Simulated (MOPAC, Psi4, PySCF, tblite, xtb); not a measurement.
Dimer H4Si ··· F4Si (SMILES [SiH4] and F[Si](F)(F)F), singlet at R = 4.70 Å between the centres of mass, closest contact 2.86 Å (a random orientation, not optimised). Geometry in Å and degrees:

```
F
Si 1 1.5672
F 2 1.5672 1 109.44
F 2 1.5674 1 109.44 3 -120.02
F 2 1.5674 1 109.51 3 119.97
H 1 2.8643 2 157.62 3 -142.48
Si 6 1.4803 1 97.01 2 -69.25
H 7 1.4803 6 109.47 1 50.30
H 7 1.4803 8 109.47 6 120.00
H 7 1.4803 8 109.47 6 -120.00
```

Levels: GFN2-xTB (tblite); SAPT0/jun-cc-pVDZ, frozen core (Psi4); BLYP/def2-TZVP, counterpoise-corrected (Psi4); BLYP-D3(BJ)/def2-TZVP, counterpoise-corrected (Psi4); PBE/def2-TZVP, counterpoise-corrected (Psi4); PBE-D3(BJ)/def2-TZVP, counterpoise-corrected (Psi4); HF/aug-cc-pVDZ, counterpoise-corrected (Psi4); MP2/aug-cc-pVDZ = DF-MP2/aug-cc-pVDZ, frozen core, counterpoise-corrected (Psi4); SCS-MP2/aug-cc-pVDZ = DF-SCS-MP2/aug-cc-pVDZ, frozen core, counterpoise-corrected in Psi4; PM3, restricted, heats of formation (MOPAC); AM1, restricted, heats of formation (MOPAC); GFN1-xTB (xtb); RKS-B3LYP/6-31G* = restricted B3LYP/6-31G*, spherical d, no counterpoise correction (PySCF); RKS-M06-2X/6-31G* = restricted M06-2X/6-31G*, spherical d, no counterpoise correction in PySCF; RHF/6-31G* = restricted Hartree-Fock/6-31G*, spherical d, no counterpoise correction in PySCF; RKS-B3LYP/3-21G = PySCF with restricted B3LYP/3-21G, no counterpoise correction.

Problem. What interaction energy does each level give?

Solution. 
```csv
method,E_int / kcal/mol
RKS-B3LYP/3-21G,-3.12
GFN1-xTB,-1.89
RKS-M06-2X/6-31G*,-1.27
GFN2-xTB,-1.05
PBE-D3(BJ)/def2-TZVP,-0.77
RKS-B3LYP/6-31G*,-0.75
BLYP-D3(BJ)/def2-TZVP,-0.68
MP2/aug-cc-pVDZ,-0.29
SAPT0/jun-cc-pVDZ,-0.19
RHF/6-31G*,-0.17
SCS-MP2/aug-cc-pVDZ,-0.09
PBE/def2-TZVP,-0.05
HF/aug-cc-pVDZ,0.51
BLYP/def2-TZVP,0.71
PM3,1.43
AM1,2.04
```
